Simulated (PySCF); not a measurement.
A PySCF script (with the pyscf-properties extension) for the NMR shieldings of `P(C)CC(C)(C)C`, C₆H₁₅P, on a PBE0-D3(BJ)/def2-SVP geometry:

```python
import basis_set_exchange as bse
import numpy as np
from pyscf import gto, dft
from pyscf.prop import nmr

atoms = """
C     3.263240    0.508988   -0.248003
P     1.554464    1.154267   -0.566336
C     0.577355   -0.296179    0.089140
C    -0.951149   -0.198485   -0.063913
C    -1.334696   -0.153727   -1.544888
C    -1.473764    1.056111    0.640153
C    -1.576580   -1.437636    0.581950
H     3.501451   -0.258721   -1.000043
H     3.989239    1.326783   -0.367460
H     3.382636    0.069723    0.754294
H     1.469294    1.982984    0.595969
H     0.838333   -0.472381    1.146846
H     0.938635   -1.176470   -0.472079
H    -2.427523   -0.081934   -1.662562
H    -0.999069   -1.064179   -2.067293
H    -0.878434    0.710979   -2.050838
H    -1.179059    1.070372    1.702000
H    -1.086477    1.973780    0.168654
H    -2.573428    1.100381    0.594657
H    -1.206057   -2.361529    0.109463
H    -1.339158   -1.490119    1.656672
H    -2.673535   -1.423976    0.479454
"""
names = dict.fromkeys(["C", "P", "H"], "pcSseg-1")
basis = {el: gto.basis.parse(bse.get_basis(n, elements=[el], fmt="nwchem")) for el, n in names.items()}
mol = gto.M(atom=atoms, basis=basis, charge=0, verbose=0)
mf = dft.RKS(mol, xc="PBE0")
mf.grids.level = 2
mf.grids.alignment = dft.numint.BLKSIZE   # the property module wants whole blocks of grid points
mf.conv_tol = 1e-9
mf.kernel()

calc = nmr.RKS(mf)   # GIAO
C = mf.mo_coeff
Co = C[:, mf.mo_occ > 0]
resp = mf.gen_response(singlet=True, hermi=2)
def vind(x):   # induced exchange potential for any number of trial vectors
    d = np.einsum("pi,xij,qj->xpq", C, 2 * x.reshape(-1, C.shape[1], Co.shape[1]), Co, optimize=True)
    return np.einsum("xpq,pi,qj->xij", resp(d - d.transpose(0, 2, 1)), C, Co, optimize=True).ravel()
mo1, _ = nmr.rhf.solve_mo1(calc, with_cphf=vind)
sigma = calc.kernel(mo1)
for i, s in enumerate(sigma):   # ppm
    w = np.linalg.eigvalsh((s + s.T) / 2)
    print("%2d %-2s iso %8.1f  s11 %8.1f  s22 %8.1f  s33 %8.1f" % (i, mol.atom_pure_symbol(i), w.mean(), *w))
```

Question: What are the results?

Answer: 
```
 0 C  iso    176.8  s11    166.4  s22    177.4  s33    186.7
 1 P  iso    427.6  s11    386.2  s22    419.4  s33    477.2
 2 C  iso    141.8  s11    112.9  s22    133.8  s33    178.6
 3 C  iso    153.6  s11    150.3  s22    151.9  s33    158.7
 4 C  iso    154.6  s11    135.1  s22    145.5  s33    183.2
 5 C  iso    154.1  s11    138.8  s22    142.7  s33    181.0
 6 C  iso    148.7  s11    129.5  s22    132.1  s33    184.4
 7 H  iso     30.5  s11     26.0  s22     28.3  s33     37.2
 8 H  iso     30.2  s11     25.3  s22     27.0  s33     38.4
 9 H  iso     30.0  s11     24.9  s22     28.4  s33     36.7
10 H  iso     28.0  s11     22.6  s22     28.4  s33     33.1
11 H  iso     29.4  s11     24.6  s22     30.7  s33     33.0
12 H  iso     30.4  s11     25.5  s22     31.3  s33     34.5
13 H  iso     30.5  s11     26.8  s22     28.0  s33     36.7
14 H  iso     30.6  s11     27.2  s22     27.8  s33     36.8
15 H  iso     29.4  s11     24.4  s22     29.3  s33     34.4
16 H  iso     30.5  s11     27.0  s22     27.9  s33     36.6
17 H  iso     30.2  s11     25.6  s22     30.0  s33     35.2
18 H  iso     30.5  s11     26.7  s22     27.9  s33     36.8
19 H  iso     30.3  s11     26.8  s22     27.9  s33     36.3
20 H  iso     30.3  s11     26.8  s22     27.9  s33     36.2
21 H  iso     30.2  s11     26.4  s22     27.5  s33     36.7
```

These numbers come from an equivalent density-fitted implementation of the same equations, which agrees with the script to about 0.01 ppm for H and up to a few tenths of a ppm for heavy atoms, so last digits may differ.

Size and cost of the density-fitted run: 201 basis functions, 31 s wall time on 1 thread of an Arm Neoverse V2, shared host; peak memory 0.95 GiB.
